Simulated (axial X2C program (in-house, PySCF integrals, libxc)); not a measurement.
## Worked dissociation energy of TiSe: CCSD, without spin–orbit coupling

Calculated with an in-house relativistic program for diatomic molecules. Spin-free means the one-electron spin-free X2C Hamiltonian. Basis: Se dyall-cv3z [8s9p6d4f1g], Ti dyall-cv3z [10s10p6d4f2g] (cores contracted in-house); Gaussian nuclei, density fitting, unrestricted open shells. Masses: Se 79.917 u, Ti 47.948 u.

Molecular state: M_S = 1, Λ = 2 (beyond evenly filled blocks: σα, δ+α).

Correlated methods: 10 electrons correlated (number of frozen shells: Se 3 s, 2 p, 1 d; Ti 3 s, 2 p), 296 virtual spin orbitals or spinors in MP2, 90 natural virtuals in coupled cluster.

* E(Se) (2M_S = 2, M_L = 0): -2428.269310 hartree
* E(Ti) (2M_S = 2, M_L = 2): -852.813541 hartree
* E(TiSe) at Re: -3281.196775 hartree
* ωe: 431.4 cm⁻¹
* ωexe: 1.77 cm⁻¹

(1) Work out De and D0.

The state is one determinant whose occupation by symmetry is held fixed; it was picked as the lowest of a PBE0 search that is not exhaustive. De is counted from the lowest determinant-based energies of the atoms at the same level, without counterpoise correction. CCSD ran in a truncated set of natural virtual spinors with an MP2 remainder; without triples it tends to underbind. The outer-core s and p shells of the metal are frozen in the correlated rows, which leaves out core–valence correlation; for alkali and alkaline-earth bonds that tends to lengthen them. The determinant is spin-polarised beyond a pure state at some levels (its spin-free form has ⟨S²⟩ too high), which makes Re and μ there less reliable. The T1 diagnostic is large, a sign of multireference character. With the outer-core shells frozen, correlated bond lengths of heavy atoms tend to come out a few hundredths of an ångström too long. Spin-free De lacks the spin–orbit lowering of the heavy p-block atom, a tenth of an eV or more for 4p and 5p, up to an eV for 6p and one to two eV for 7p atoms, less what an open-shell molecule gains itself.

Each atomic determinant is the lowest at this level and need not be a pure term. Totals compare only within one Hamiltonian and basis.

## Answers

(1) De = -2428.269310 + (-852.813541) − (-3281.196775) = 0.11392 hartree = 3.100 eV. The zero-point energy is ωe/2 − ωexe/4 = 215 cm⁻¹ = 0.027 eV, so D0 = 3.073 eV.
